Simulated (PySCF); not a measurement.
## The second ionisation energy along the second row

All values are computed (PySCF 2.14, energy differences of UHF-based or UKS calculations, no spin-orbit coupling). Values in eV. The last column holds reference values (NIST; (s) semi-empirical, (t) theoretical, else measured). Unmarked ones compare directly (S terms, centres of terms, or small fine structure); those marked * lie between the lowest fine-structure levels and include a spin-orbit shift.

```
                          element               configurations     UHF     LDA     PBE  r2SCAN  MP2 (valence)  SCS-MP2 (valence)     reference
Be (dyall-av2z, non-relativistic)               [He] 2s1 → 1s2  18.121  18.247  18.487  18.176            n/a                n/a        18.211
 B (dyall-av2z, non-relativistic)          [He] 2s2 → [He] 2s1  23.437  24.548  24.614  24.250         24.398             24.591        25.155
 C (dyall-av2z, non-relativistic)      [He] 2s2 2p1 → [He] 2s2  24.155  24.769  24.849  24.985         24.263             24.210        24.378
 N (dyall-av2z, non-relativistic)  [He] 2s2 2p2 → [He] 2s2 2p1  29.211  30.062  29.907  30.142         29.511             29.383  29.601 (s) *
 O (dyall-av2z, non-relativistic)  [He] 2s2 2p3 → [He] 2s2 2p2  34.588  35.593  35.286  35.497         35.086             34.854      35.121 *
 F (dyall-av2z, non-relativistic)  [He] 2s2 2p4 → [He] 2s2 2p3  33.346  35.252  35.391  35.073         34.361             34.419        34.950
Ne (dyall-av2z, non-relativistic)  [He] 2s2 2p5 → [He] 2s2 2p4  39.272  41.448  41.150  41.145         40.573             40.546      40.963 *
```

| method | elements | mean error (eV) | mean absolute error (eV) | largest error (eV) |
| --- | --- | --- | --- | --- |
| UHF | 4 | -0.909 | 0.909 | -1.718 |
| LDA | 4 | 0.031 | 0.334 | -0.607 |
| PBE | 4 | 0.162 | 0.432 | -0.540 |
| r2SCAN | 4 | -0.052 | 0.418 | -0.905 |
| MP2 (valence) | 3 | -0.487 | 0.487 | -0.756 |
| SCS-MP2 (valence) | 3 | -0.421 | 0.421 | -0.564 |

Errors include the incompleteness of the basis and the frozen core.

"Valence" correlates the outer s and p shells and, in groups 3 to 12 and the f block, the outer d or f shell, open or full, or the next shell where the ion has no valence electron left; the wider scheme adds the next inner shell.
